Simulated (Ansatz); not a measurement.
System: sum formula HSeF2, charge 1, multiplicity 1. It need not be the lowest isomer of its formula. 
Structure (B3LYP-D3(BJ)/def2-TZVP (Ansatz, a quantum-chemistry and plane-wave program) minimum search):
```xyz
4

Se     0.1868    -0.1089     0.2988
F      0.3436     1.2801    -0.6379
F     -0.9574    -0.9233    -0.6279
H     -0.8249     0.4927     1.2337
```
Charge +1, spin multiplicity 1.

Basis-set convergence of Hartree-Fock and MP2 correlation energies (hartree) with Ansatz. Correlated levels leave the core frozen unless marked. Spin-orbit coupling is left out. The frozen core is the preceding noble-gas configuration, with the filled d and f shells of earlier blocks. No relativistic terms.

```tsv
basis	functions	E(HF)	E(corr, MP2)
cc-pVDZ	60	-2598.87871	-0.50209
cc-pVTZ	117	-2599.04940	-0.66375
cc-pVQZ	208	-2599.07472	-0.72329
```

Extrapolating the two largest sets (X = 3 and 4) as X^-3: E(corr) = (64·(-0.72329) - 27·(-0.66375))/37 = -0.7667 Eh, an estimate of the basis-set limit. The largest set recovers 94.3 % of it, the smallest 65.5 %.
